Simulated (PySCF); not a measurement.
C3H7O2, SMILES C[C](O)CO, multiplicity 2.

Geometry optimised at B3LYP-D3(BJ)/def2-SVP. The isomer is the one that the SMILES or the coordinates give; other isomers of the formula were not compared. The values are those of a single conformer.

Two levels are set side by side: PBE/def2-TZVP (PySCF) and PBE0/def2-TZVP (PySCF). Same geometry, gas phase. Differences are taken from unrounded values.

| quantity | PBE0 |
|---|---|
| α-spin orbital gap (eV) | 5.72 |
| β-spin orbital gap (eV) | 7.24 |
| dipole moment (D) | 1.39 |
| mean polarisability (bohr³) | 46.3 |

What does PBE give, and how far is it from PBE0? (The exact figures need the calculation; the answer reports its results.)


```json
[
 {"quantity": "α-spin orbital gap (eV)", "PBE": "3.40", "PBE minus PBE0": "-2.33"},
 {"quantity": "β-spin orbital gap (eV)", "PBE": "4.33", "PBE minus PBE0": "-2.90"},
 {"quantity": "dipole moment (D)", "PBE": "1.38", "PBE minus PBE0": "-0.01"},
 {"quantity": "mean polarisability (bohr³)", "PBE": "48.8", "PBE minus PBE0": "2.6"}
]
```

Loosely held outer electrons make PBE densities more polarisable. Differences between two approximate levels are no errors against the true value.

Rough cost on one machine, each run with all the roots and properties that it gave: PBE0 against PBE within a factor of 2.
